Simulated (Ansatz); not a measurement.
Computed with Ansatz on PBE0-D4/def2-TZVP structures; ΔE is electronic, products minus reactants. CBS: MP2 limit from def2 TZ/QZ plus the TZ coupled-cluster correction, frozen cores. This one scheme is used for every species. Functionals use def2-TZVPP. B3LYP here is the variant with VWN-RPA as its local correlation; programs differ in this. Each species was taken in one conformer, which may not be the lowest.

`F[SiH](F)C[SiH3]` + H₂ → `F[SiH2]C[SiH3]` + H–F  (hydrogenolysis of the Si–F bond)

| level | ΔE (kJ/mol) | difference from CCSD(T)/CBS |
| --- | --- | --- |
| PBE-D4 | 131.6 | -5.0 |
| PBE0-D4 | 130.7 | -5.9 |
| B3LYP-D4 | 140.4 | 3.8 |
| ωB97M-V | 140.7 | 4.1 |
| B2PLYP | 139.7 | 3.1 |
| PBE | 129.5 | -7.1 |
| PBE0 | 128.9 | -7.7 |
| B3LYP | 137.2 | 0.6 |
| HF/def2-TZVPP | 137.6 | 1.0 |
| MP2/def2-TZVPP | 139.6 | 3.0 |
| SCS-MP2/def2-TZVPP | 138.7 | 2.1 |
| CCSD(T)/def2-TZVPP | 135.9 | -0.7 |
| HF/def2-QZVPP | 139.3 | 2.7 |
| SCS-MP2/def2-QZVPP | 139.6 | 3.0 |
| HF/CBS(def2) | 139.6 | 3.0 |
| CCSD/CBS(def2) | 135.5 | -1.1 |
| CCSD(T)/CBS | 136.6 | 0 |

Largest T1 diagnostic among the species: 0.011.

The D4 term adds +3.3 kJ/mol with B3LYP and +1.7 kJ/mol with PBE0; it sums over pairs of atoms, weighted by their polarisabilities, and B3LYP, whose exchange is more repulsive, gets the larger term.

CCSD(T)/CBS has its own doubt, a few kJ/mol and more with outer-core shells, so smaller differences from it don't rank the levels.
